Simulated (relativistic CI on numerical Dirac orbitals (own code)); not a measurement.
## Mn2+: computed level list

Method of calculation: Dirac-Coulomb-Breit CI, KLI orbitals optimised for each configuration, model QED, valence Slater integrals scaled by 0.85, P86 correlation estimate, and configurations built on the next ion tied to the tabulated ionisation energy (semi-empirical) (own radial code, finite nucleus).

Configuration list (outside the closed core [Ne] 3s2): 3p6 3d5, 3p6 3d4 4s, 3p6 3d4 4p, 3p6 3d4 4d, 3p6 3d4 5s, 3p6 3d4 4f, 3p6 3d3 4s2, 3p6 3d4 5p, 3p6 3d3 4s 4p, 3p6 3d4 5d, 3p6 3d4 5f, 3p6 3d4 5g, 3p6 3d3 4p2, 3p5 3d6, 3p6 3d3 4s 4d. Levels of other configurations are missing.

The lowest level is 3p6 3d5 6S_5/2, with 100 % of that term; Hund's rules for 3p6 3d5 give 6S with J = 5/2, in agreement.

```csv
No.,Configuration,Term,J,E (eV),%,Next component (%),Landé g,Lifetime (s)
1,3p6 3d5,6S,5/2,0.0000,100,,2.002,
2,3p6 3d5,4G,11/2,3.3442,100,,1.273,
3,3p6 3d5,4G,9/2,3.3475,100,,1.172,1.49e+06
4,3p6 3d5,4G,7/2,3.3488,100,,0.984,1.39e+07
5,3p6 3d5,4G,5/2,3.3490,100,,0.571,
6,3p6 3d5,4P,5/2,3.8209,96,3 4D,1.593,2.07e+00
7,3p6 3d5,4P,3/2,3.8255,97,2 4D,1.722,3.19e+00
8,3p6 3d5,4P,1/2,3.8299,99,1 4D,2.650,
9,3p6 3d5,4D,7/2,4.1510,99,,1.429,7.16e+01
10,3p6 3d5,4D,1/2,4.1581,99,1 4P,0.017,3.20e+01
11,3p6 3d5,4D,5/2,4.1607,97,3 4P,1.378,4.60e+01
12,3p6 3d5,4D,3/2,4.1608,97,2 4P,1.212,3.88e+01
13,3p6 3d5,2I,13/2,4.7800,100,,1.077,
14,3p6 3d5,2I,11/2,4.7810,100,,0.923,7.31e+02
15,3p6 3d5,2D,5/2,5.3582,70,28 2F,1.102,2.96e+00
16,3p6 3d5,2D,3/2,5.4013,91,9 4F,0.764,6.21e+00
17,3p6 3d5,2F,7/2,5.4996,98,2 4F,1.144,3.75e+00
18,3p6 3d5,4F,5/2,5.5366,72,25 2F,0.991,2.96e+00
19,3p6 3d5,4F,9/2,5.5396,98,1 2G,1.331,2.35e+00
20,3p6 3d5,4F,7/2,5.5432,97,2 2F,1.236,2.41e+00
21,3p6 3d5,4F,3/2,5.5572,90,9 2D,0.435,2.28e+00
22,3p6 3d5,2F,5/2,5.5742,47,26 2D,0.992,2.30e+00
23,3p6 3d5,2H,9/2,5.8319,96,4 2G,0.917,
24,3p6 3d5,2H,11/2,5.8444,99,,1.090,
25,3p6 3d5,2G,7/2,6.0517,99,,0.890,
26,3p6 3d5,2G,9/2,6.0662,95,4 2H,1.105,
27,3p6 3d5,2F,7/2,6.5106,99,,1.143,
28,3p6 3d5,2F,5/2,6.5123,99,,0.857,
29,3p6 3d5,2S,1/2,7.2056,100,,2.002,
30,3p6 3d5,2D,3/2,7.9090,99,,0.799,
```

Energies count from the lowest computed level; lifetimes are radiative, by E1, M1, E2 decay to levels of this space only; some are left blank where a channel outside the calculation adds to the decay or the decay crosses a small, uncertain gap.

The mean weight of the leading LS term, summed over parents, in these 30 levels is 94 %, and that of the leading jj configuration (from the same eigenvectors) 51 %, so LS coupling describes them better.

Configurations that consist of the next ion and one excited electron were tied to the tabulated ionisation energy; Rydberg ones are usually within 1,000 to 3,000 cm⁻¹ and the lowest ones within about 6,000 (9,000 in d shells), while levels on excited terms of the next ion carry the error of that term, and the other configurations can be misplaced by 10,000 cm⁻¹ or more. Rates follow the energies as ν³ (E1, M1) or ν⁵ (E2), so rates, branching and lifetimes can be off by large factors. The fine structure of a lone outer electron comes out too small, for d and f at times inverted, and misplaced configurations move strength between like terms. 64 of the 66 excited levels that our extract of the measured tables holds in this range could be paired (the sources list more); they are missed by 2856 cm⁻¹ on average and 5487 at most, and levels without a partner can miss by more. Some levels of the ground configuration have no partner and can miss by 10 % or more.
